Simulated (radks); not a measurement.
Results of a calculation; reference values are marked as such.
All-electron atom: Sc in [Ar] 3d1 4s1 4p1 (not the ground configuration).

Level of theory: non-relativistic Kohn-Sham, r2SCAN, spin-polarised, spherical densities, point nucleus; open shells are filled with parallel spins first; meta-GGA in the generalised Kohn-Sham scheme (a radial shooting solver on a logarithmic mesh with Libxc functionals).

Energy parts (eV):
| part | energy |
|---|---|
| total | -20694.202 |
| kinetic | 20675.056 |
| electron-nucleus | -48961.422 |
| Hartree | 8649.374 |
| exchange-correlation | -1057.210 |

Orbitals (lengths in bohr, moments of r in powers of bohr; <r^-3> diverges for s and p1/2; r(max) is where P^2 peaks):
orbital  occ.  eigenvalue (eV)   r(max)   <1/r>      <r^4>  <r^-3>
1s up       1        -4390.707  0.04837   20.53  0.0001360       -
1s down     1        -4390.664  0.04837   20.53  0.0001360       -
2s up       1        -477.7217   0.2855   4.267    0.03510       -
2s down     1        -477.4086   0.2854   4.268    0.03500       -
2p up       3        -393.5074   0.2334   4.184    0.02853   218.7
2p down     3        -393.2400   0.2333   4.186    0.02843   218.8
3s up       1         -57.9792   0.9316   1.290      2.945       -
3s down     1         -56.8369   0.9323   1.288      2.951       -
3p up       3         -36.1786   0.9704   1.166      4.606   23.81
3p down     3         -35.0062   0.9714   1.167      4.457   23.80
4s up       1          -5.5198    3.090  0.3526      364.8       -
3d up       1          -4.5964    1.094  0.7706      59.66   1.396
4p up       1          -2.4178    3.822  0.2782      973.5   1.326

The highest occupied level is 4p up at -2.418 eV. Summed over all electrons, <r^2> = 57.19 bohr^2, which gives a Langevin (diamagnetic) susceptibility term of -45.3 x 10^-6 cm^3/mol.
